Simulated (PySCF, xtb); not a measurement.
TeHCl, SMILES Cl[TeH].

Harmonic wavenumbers (cm⁻¹) from GFN2-xTB in xtb at its own minimum, in rising order: 360, 614, 1964.

Task: What does B3LYP-D3(BJ)/def2-TZVP (PySCF) give at its own minimum? (The exact figures need the calculation; the answer reports its results.)

Result: 361, 653, 2106. Paired by order, the mean absolute difference is 60 cm⁻¹ and the zero-point energies are 4.2 and 4.5 kcal/mol.
